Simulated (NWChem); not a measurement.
## Lowest excitation of HFOPb

```xyz
4

Pb    -0.0277    -0.2651     0.0000
F     -1.3576     1.3149     0.0000
O      1.6410     0.9971     0.0000
H      1.3648     1.9244     0.0000
```
Charge 0, spin multiplicity 1.

Program: NWChem. Structure: optimised with PBE0/def2-SVP with def2 effective core potentials on Pb, a minimum by its harmonic frequencies. It is one conformer; others weren't searched.

Basis set: def2-SVPD.

```tsv
method	lowest vertical singlet excitation energy (eV)	relative cost	difference from EOM-CCSD
TD-B3LYP	4.28	under 3	-0.46
EOM-CCSD	4.74	under 3	0.00
TD-PBE	3.98	1	-0.75
TD-PBE0	4.45	under 3	-0.28
CIS	5.58	under 3	+0.85
```

The values span 1.60 eV, from TD-PBE (lowest) to CIS (highest). Costs are rough ratios of processor time within this set of runs, SCF included, with TD-PBE as 1.

Effective core potentials replace the inner electrons of Pb; spin-orbit coupling is left out. The correlated methods keep 6 core orbitals frozen. B3LYP has NWChem's definition, with VWN1-RPA local correlation. The structure started from a generated list of species. Coupled-cluster values serve here as a point of comparison, not as the truth.
